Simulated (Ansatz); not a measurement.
CH5Si (SMILES C[SiH2]) moved off its minimum; all values from Ansatz (a first-principles code), cores frozen in correlated methods. Open shells are unrestricted.
(charge 0, multiplicity 2)
```xyz
7

C     -1.15204    -0.18025     0.19646
Si     0.66223     0.08910    -0.08308
H     -1.79001     0.44114    -0.50462
H     -1.52431    -1.22972    -0.18709
H     -1.31984    -0.03936     1.17897
H      1.29909     1.40597     0.17199
H      1.46514    -1.00157     0.67526
```

```tsv
level	largest force (eV/Å)	on atom	rms difference from CCSD(T)/cc-pV(T+d)Z (eV/Å)	dipole (D)
HF/def2-TZVPP	5.84	C1	0.153	1.14
PBE/def2-TZVPP	5.60	C1	0.136	1.22
r2SCAN/def2-TZVPP	5.65	C1	0.074	1.22
B3LYP/def2-TZVPP	5.59	C1	0.034	1.16
wB97M-V/def2-TZVPP	5.64	C1	0.060	1.16
MP2/cc-pV(T+d)Z	5.70	C1	0.063	1.13
CCSD(T)/cc-pV(T+d)Z	5.63	C1	0.000	1.13
```

The differences count from one level among others, with limits of its own. Forces at CCSD(T)/cc-pV(T+d)Z (eV/Å):

```json
[
 {"atom": "C1", "Fx": "-1.137", "Fy": "-1.595", "Fz": "-5.278"},
 {"atom": "Si2", "Fx": "1.416", "Fy": "-1.277", "Fz": "-0.223"},
 {"atom": "H3", "Fx": "0.719", "Fy": "-0.025", "Fz": "1.212"},
 {"atom": "H4", "Fx": "1.164", "Fy": "1.595", "Fz": "1.180"},
 {"atom": "H5", "Fx": "-1.312", "Fy": "0.440", "Fz": "3.359"},
 {"atom": "H6", "Fx": "-0.352", "Fy": "0.085", "Fz": "0.180"},
 {"atom": "H7", "Fx": "-0.498", "Fy": "0.777", "Fz": "-0.430"}
]
```
